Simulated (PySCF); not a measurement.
## Magnetisability: SMILES N#Cc1nn([SiH3])cp1, C$_{3}$H$_{4}$N$_{3}$PSi

Geometry:
```
atom   x (Å)   y (Å)   z (Å)
  N1   4.087   0.178  -0.632
  C2   2.990  -0.024  -0.363
  C3   1.669  -0.327   0.001
  N4   0.659   0.428  -0.367
  N5  -0.485  -0.045   0.089
 Si6  -1.890   0.933  -0.375
  C7  -0.387  -1.176   0.817
  P8   1.223  -1.748   0.989
  H9  -1.654   2.249   0.204
 H10  -1.907   0.915  -1.832
 H11  -3.019   0.227   0.228
 H12  -1.286  -1.609   1.215
```

Method: GIAO LDA/pcseg-1 magnetisability, rotational g tensor and spin-rotation constants, non-relativistic, gas phase (PySCF 2.14.0). Geometry: GFN2-xTB.

Problem. How diamagnetic is it, and how anisotropic?

Solution. Isotropic -1239 × 10⁻³⁰ J/T², or -74.6 × 10⁻⁶ cm³/mol; principal values -1739, -1007, -972 × 10⁻³⁰ J/T², anisotropy 751 × 10⁻³⁰ J/T² (root of half the summed squared differences of the principal values). The susceptibility is in cgs units.

Problem. Split it along the inertial axes a, b, c into diamagnetic and paramagnetic parts about the centre of mass, with the quadrupole moment.

Solution. 
| axis | χ (10⁻⁶ cm³/mol) | diamagnetic (10⁻⁶ cm³/mol) | paramagnetic (10⁻⁶ cm³/mol) | summed x² of all electrons (Å²) | quadrupole Θ (D Å) |
| --- | --- | --- | --- | --- | --- |
| a | -59.9 | -502.0 | 442.1 | 285.1 | -1.34 |
| b | -59.2 | -1276.8 | 1217.6 | 102.5 | -0.96 |
| c | -104.8 | -1644.7 | 1540.0 | 15.8 | +2.30 |

Anisotropies 2χaa − χbb − χcc = +44.1 and 2χbb − χaa − χcc = +46.3 × 10⁻⁶ cm³/mol. Θ is traceless in Buckingham's convention.

Problem. And the rotational g tensor?

Solution. 
| axis | rotational constant (GHz) | g | nuclear part | electronic part |
| --- | --- | --- | --- | --- |
| a | 2.8890 | -0.0688 | 0.5312 | -0.6000 |
| b | 0.9785 | -0.0237 | 0.5360 | -0.5597 |
| c | 0.7373 | -0.0028 | 0.5307 | -0.5334 |

Asymmetric top; isotopes 12C, 1H, 14N, 31P, 28Si; no vibrational averaging.
